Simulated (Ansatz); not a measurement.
A nudged elastic band was laid between two geometries of AlFH2O + H3P (9 atoms, charge 0, multiplicity 1).

All numbers below come from Ansatz 0.2.0, RKS BHLYP-D4/6-31G*.

| Quantity | Value |
| --- | --- |
| movable images | 7 |
| climbing image | yes |
| spring | 5.0 eV/Å² |
| optimiser | quadratic models (default) |
| start path | through a guess of the saddle point |
| force threshold | 0.05 eV/Å |
| iteration limit | 55 |
| end points | relaxed |

Initial state:

```xyz
9
Properties=species:S:1:pos:R:3
Al 0.190 -0.125 0.241
O -0.332 -0.787 1.703
H -1.244 -0.867 1.967
H 1.704 -0.117 -0.122
F -0.925 0.405 -0.846
P 0.250 3.166 1.408
H 1.536 2.728 1.030
H -0.383 2.695 0.239
H -0.040 2.015 2.172
```

Final state:

```xyz
9
Properties=species:S:1:pos:R:3
Al 0.363 0.551 0.291
O -0.355 -0.261 1.980
H -1.186 -0.681 1.731
H 1.680 -0.252 -0.029
F -1.020 0.084 -0.519
P 0.394 2.772 1.064
H 1.697 3.117 0.654
H -0.266 3.374 -0.026
H -0.551 0.407 2.646
```

(1) Which bonds break or form, and what moves?

(2) Give the energies along the band, and the barrier.

(3) What is the geometry of the highest image?

(4) What are the harmonic wavenumbers there?

The band took 19 iterations and roughly 7 core-minutes.

Answers

(1) Bonds broken: P6–H9. Bonds formed: Al1–P6, O2–H9. AlFH2O + H3P becomes AlFH5OP.

(2) It converged. The highest image is number 4 of 0 to 8, 1.19 eV above the first end and 1.16 eV above the last; the last end lies 0.02 eV above the first. A vibrational analysis at the climbing image gives one clearly imaginary mode, 1453i cm⁻¹: a first-order saddle point. The orbitals stay closed-shell, which can raise the energy where a bond breaks towards radicals; this wasn't checked here.

```tsv
image	path coordinate (Å)	energy (eV)	P6–H9 (Å)	Al1–P6 (Å)	O2–H9 (Å)
0	0.00	0.00	1.41	3.49	2.86
1	0.39	0.02	1.41	3.38	2.51
2	0.78	0.12	1.41	3.15	2.11
3	1.17	0.58	1.48	2.84	1.69
4	1.56	1.19	1.71	2.63	1.27
5	1.98	0.63	2.03	2.45	1.01
6	2.39	0.22	2.32	2.37	0.97
7	2.80	0.05	2.66	2.36	0.97
8	3.21	0.02	3.00	2.35	0.96
```

(3) 
```xyz
9
Properties=species:S:1:pos:R:3
Al 0.385 0.346 0.269
O -0.289 -0.205 1.867
H -1.152 -0.625 1.920
H 1.889 0.056 -0.042
F -0.760 0.183 -0.907
P 0.027 2.667 1.446
H 1.405 2.756 1.179
H -0.433 2.872 0.130
H -0.315 1.061 1.930
```

(4) 1453i, 140, 169, 234, 269, 387, 424, 517, 555, 608, 652, 729, 755, 890, 1142, 1300, 1551, 2061, 2518, 2536, 3917 cm⁻¹.

Time of the run: 6.5 min on 1 thread of Arm Neoverse V2 (shared host), peak memory 0.15 GiB.
